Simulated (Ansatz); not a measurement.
`CB(S)Br` + CH₃OH → `COB(S)Br` + CH₄ at 400 K and 1 bar (ligand exchange at a B–C bond).

Program: Ansatz. Geometries: PBE0-D4/def2-TZVP. ΔE: electronic, gas phase. CCSD(T)/CBS is the MP2 limit (def2-TZVPP, def2-QZVPP) plus CCSD(T) − MP2 in def2-TZVPP, frozen cores. This one scheme is used for every species. For Br outer-core shells are correlated without core-valence functions, which leaves a few kJ/mol of doubt a bond. Scalar relativity is left out up to krypton. One conformer a species, not always the lowest.

```
   species  CCSD(T)/CBS energy (Eh)  H − E (kJ/mol)  S (J/(mol·K))
 `CB(S)Br`              -3036.42757           162.5          359.2
     CH₃OH               -115.61712           151.2          252.6
`COB(S)Br`              -3111.62868           182.9          384.5
       CH₄                -40.46206           131.3          197.2
```

H − E and S are ideal-gas, rigid-rotor, harmonic terms from PBE0-D4/def2-TZVP, for one conformer and one mirror image of each species. 1 Eh = 2625.50 kJ/mol, R = 8.31446 J/(mol·K).

Question: By hand: ΔE, ΔH, ΔS and ΔG.

Answer: ΔE = (-3111.62868) + (-40.46206) − (-3036.42757) − (-115.61712) = -0.04605 Eh = -120.9 kJ/mol. Δ(H − E) = 182.9 + 131.3 − 162.5 − 151.2 = 0.5, so ΔH = -120.4 kJ/mol. ΔS = 384.5 + 197.2 − 359.2 − 252.6 = -30.1 J/(mol·K). ΔG = -120.4 − 400 × (-30.1)/1000 = -108.4 kJ/mol.

Question: By hand: the equilibrium constant, and the temperature at which ΔG would vanish if ΔH and ΔS stayed fixed.

Answer: log₁₀ K = −ΔG/(RT ln 10) = 14.2. ΔG = 0 at ΔH/ΔS = 4000 K, far beyond where these terms or the molecules hold.

ΔH outweighs TΔS. A doubt of 5 kJ/mol in ΔE shifts log₁₀ K by 0.7 here. Other conformers and mirror images would add mixing entropy, several J/(mol·K) or more a flexible species. These are equilibria of isolated gas molecules and say nothing of rates. Largest T1 diagnostic: 0.011 (customary marks: 0.02 for closed shells, 0.045 for open ones).
